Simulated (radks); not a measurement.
Question: These are the eigenvalues of the occupied orbitals of an atom or ion with whole-number occupations (eV). Calculated with a radial shooting solver on a logarithmic mesh with Libxc functionals: scalar-relativistic Kohn-Sham, PBEsol, spin-polarised, spherical densities, finite nucleus; Fermi nuclear charge, rms radius of each element as measured or else 0.836 A^(1/3) + 0.57 fm.

| orbital | eigenvalue |
|---|---|
| 1s up | -287.1212 |
| 1s down | -286.5577 |
| 2s up | -26.3662 |
| 2s down | -24.5594 |
| 2p up | -17.6472 |

Which element is it, and in what charge state? The configuration may be excited. Open shells, if any, are filled with parallel spins first.

Answer: Z = 6, carbon, charge +1: C+ in [He] 2s2 2p1. The list shows which subshells hold electrons but not how many an open one holds; the 1s level, -10.552 hartree, gives Z - s = 4.6 by -(Z - s)^2/2, which with screening and relativity narrows Z to a few neighbours, and the depths of the outer levels then fix element, charge and occupations together.
